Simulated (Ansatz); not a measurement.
Total energies of the cluster Si₃W₃⁻ from Ansatz at r2SCAN-D4/def2-TZVPD, gas phase (1 Eh = 27.2114 eV = 2625.5 kJ/mol). The reference geometry is relaxed at PBE-D4/def2-SVPD.

```xyz
6

W    -0.7508   -0.7181   -1.0395
W    -0.1336    1.4007    1.3916
W     1.0746    0.6726   -0.4669
Si    1.3256   -1.9287   -0.6859
Si   -1.5538    1.6244   -0.5191
Si    0.0380   -1.0508    1.3198
```

| state | geometry | energy (Eh) |
| --- | --- | --- |
| charge -1 doublet | reference | -1069.82800 |
| charge 0 singlet | reference | -1069.75629 |
| charge -1 quartet | relaxed at PBE-D4/def2-SVPD | -1069.82156 |

In the def2 sets W takes a core potential; there is no spin–orbit coupling.

**Question.** Work out the vertical ionisation energy to the singlet.

**Answer.** E(charge 0 singlet) − E(charge -1 doublet) = -1069.75629 − (-1069.82800) = 0.07171 Eh = 1.95 eV. For comparison, −ε of the highest occupied level of the spin that leaves is 0.28 eV at this level, 1.67 eV less.

**Question.** Which of the charge -1 states is lowest, and how far above it are the others?

**Answer.** The doublet. quartet: -1069.82156 − (-1069.82800) = 0.00644 Eh = 16.9 kJ/mol.

At r2SCAN-D4/def2-TZVPD the charge -1 doublet is spin-contaminated (final ⟨S²⟩ up to 0.87, 0.75 for a pure state). At r2SCAN-D4/def2-TZVPD the charge -1 quartet is spin-contaminated (final ⟨S²⟩ up to 3.88, 3.75 for a pure state). A triplet lies near this restricted singlet, and broken spin symmetry wasn't tried. 

The structure comes from a short search, and lower isomers may exist.
